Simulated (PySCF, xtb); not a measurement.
CH5FSn, SMILES [CH3][SnH2][F].

Harmonic wavenumbers (cm⁻¹) from xtb 6.7.1 with GFN2-xTB at its own minimum, in rising order: 65, 129, 322, 403, 429, 490, 525, 652, 755, 762, 1249, 1424, 1426, 1517, 1683, 3025, 3031, 3050.

Task: What does B3LYP-D3(BJ)/def2-SVP in PySCF give at its own minimum? (Estimate from the structure and the level; the computed values follow.)

Result: 51, 150, 359, 522, 528, 611, 631, 690, 775, 786, 1216, 1431, 1435, 1900, 1910, 3048, 3154, 3164. Paired by order, the mean absolute difference is 84 cm⁻¹ and the zero-point energies are 29.9 and 32.0 kcal/mol.
